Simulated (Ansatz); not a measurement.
`CB[SiH]1C[SiH2]1`, relaxed with RKS PBE0-D4/def2-TZVP in Ansatz 0.2.0 from a PBE-D4/def2-SVP geometry. The force threshold is 0.005 eV/Å; the program also tests the step.

The species carries charge 0 and has multiplicity 1.

Start:

```xyz
14

C     0.867    0.576   -2.066
B    -0.038   -0.149   -0.978
Si   -1.221    0.787    0.281
C    -1.273   -0.384    1.789
Si    0.504   -0.676    1.132
H     1.812    0.010   -2.219
H     1.142    1.620   -1.816
H     0.359    0.586   -3.053
H    -0.399   -1.308   -1.181
H    -0.855    2.173    0.787
H    -1.399    0.072    2.787
H    -1.914   -1.277    1.666
H     0.882   -2.114    0.954
H     1.533    0.084    1.917
```

Task: How much energy does the relaxation release, and in how many steps? (An estimate is asked.)

Result: The calculation gave: 5.39 kJ/mol, in 9 steps, 1 of them rejected.

Task: Which bonds change most? (Best estimate.)

Result: The calculation gave: Si3–Si5 from 2.416 to 2.380 Å; Si3–C4 from 1.910 to 1.884 Å; C4–Si5 from 1.917 to 1.892 Å; B2–H9 from 1.231 to 1.208 Å.

Task: Give the relaxed structure. (Best estimate.)

Result: Computed: 
```xyz
14

C     0.851    0.583   -2.050
B    -0.042   -0.170   -0.985
Si   -1.196    0.758    0.275
C    -1.264   -0.372    1.782
Si    0.490   -0.680    1.142
H     1.801    0.056   -2.194
H     1.087    1.618   -1.791
H     0.359    0.587   -3.028
H    -0.360   -1.317   -1.191
H    -0.817    2.130    0.745
H    -1.379    0.099    2.754
H    -1.905   -1.245    1.678
H     0.852   -2.099    0.945
H     1.521    0.053    1.917
```
